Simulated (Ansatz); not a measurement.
C3H4Se (`C=CC=[Se]`), relaxed with RKS PBE-D4/def2-SVP in Ansatz 0.2.0 from a rough embedded geometry. The force threshold is 0.03 eV/Å; the program also tests the step.

Charge 0, multiplicity 1.

Start:

```xyz
8

C     0.934    0.231    0.603
C    -0.016    0.575   -0.161
C    -0.995   -0.419   -0.632
Se   -0.787   -2.067   -0.040
H     1.079   -0.850    0.935
H     1.725    0.920    0.978
H    -0.113    1.643   -0.443
H    -1.827   -0.033   -1.241
```

Question: How much energy does the relaxation release, and in how many steps? (Best estimate.)

Answer: Computed: 0.63 eV, in 7 steps.

Question: Which bonds change most? (Estimate.)

Answer: Computed: C1–C2 from 1.267 to 1.357 Å; C1–H5 from 1.140 to 1.103 Å; C3–Se4 from 1.763 to 1.787 Å; C2–C3 from 1.473 to 1.455 Å.

Question: Give the relaxed structure. (Estimate.)

Answer: The calculation gave: 
```xyz
8

C     1.053    0.260    0.666
C    -0.011    0.530   -0.132
C    -0.998   -0.437   -0.587
Se   -1.068   -2.187   -0.230
H     1.229   -0.767    1.027
H     1.755    1.051    0.968
H    -0.166    1.567   -0.482
H    -1.794   -0.016   -1.232
```
